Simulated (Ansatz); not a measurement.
Isolated molecules relaxed with PBE0-D4/def2-TZVP in Ansatz; ΔE leaves out vibrations. CBS: MP2 limit from def2 TZ/QZ plus the TZ coupled-cluster correction, frozen cores. Functionals use def2-TZVPP. B3LYP here is the variant with VWN-RPA as its local correlation; programs differ in this. One conformer a species, not always the lowest.

`C=C(F)[SiH2]Cl` + `BN([SiH3])C=C` → `BN([SiH3])[SiH2]Cl` + `C=CC(=C)F`  (formal exchange of groups at the Si–C bond)

CCSD(T)/CBS gives -102.8 kJ/mol.

Q: Another level gave -102.7 kJ/mol. Which?
A. r2SCAN-D4/def2-TZVPP
B. B3LYP/def2-TZVPP
C. HF/def2-TZVPP
D. PBE/def2-TZVPP

A: A. r2SCAN-D4 -102.7, PBE -90.0, B3LYP -98.2, HF/def2-TZVPP -112.7 kJ/mol.

Largest T1 diagnostic among the species: 0.013.

From PBE to PBE0 (25 % exact exchange), in def2-TZVPP and without D4, ΔE moves by −6.6 kJ/mol. In def2-TZVPP, CCSD(T) changes the Hartree–Fock value by +9.5 kJ/mol (the triples alone add +1.3 kJ/mol) and MP2 by +5.8 kJ/mol.
